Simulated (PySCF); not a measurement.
Bond curve of HgP

Set-up: Hg def2-TZVPP with ECP60, P def2-TZVPP; scalar-relativistic core potentials (PySCF 2.14). Energies in eV from Hg + P in their ground configurations at the same level. State: ⁴Σ⁻ (quartet), unpaired electrons σ ↑, π ↑↑.

```tsv
R (Å)	UHF-MP2	TPSSh
2.442	0.4541	0.0504
2.555	0.3262	-0.0416
2.669	0.2328	-0.0834
2.754	0.1769	-0.0956
2.839	0.1300	-0.0982
2.924	0.0908	-0.0951
3.038	0.0487	-0.0863
3.180	0.0103	-0.0724
3.350	-0.0189	-0.0560
3.577	-0.0371	-0.0383
```

Problem. Put a parabola through the three lowest points of the TPSSh curve and estimate Re, k and ωe (reduced mass 26.86 u; 1 eV/Å² = 0.16022 mdyn/Å; ωe = 1302.8·√(k/μ) cm⁻¹).

Solution. Through R = 2.754, 2.839, 2.924 Å the second-order coefficient is 0.394 eV/Å², so Re ≈ 2.835 Å, k ≈ 0.126 mdyn/Å and ωe ≈ 89 cm⁻¹. A polynomial fit of higher order to the unrounded TPSSh energies gives Re = 2.828 Å, k = 0.133 mdyn/Å, ωe = 91.8 cm⁻¹; anharmonicity and rounding make the difference.

The higher-order fit for each curve: TPSSh: Re = 2.828 Å, ωe = 91.8 cm⁻¹, De = 0.098 eV. UHF-MP2 gives no reliable minimum on this grid.

Correlated steps freeze 5 core orbitals. The bond is weak. Basis-set superposition, not corrected here, can be much of De in a small basis, most of all at correlated wavefunction levels. Functionals without a dispersion term scatter widely for such bonds, and LDA overbinds them. Spin–orbit coupling is left out, which matters for elements this heavy, above all for dissociation energies. The state was picked by a PBE0 search and need not be the measured ground state.
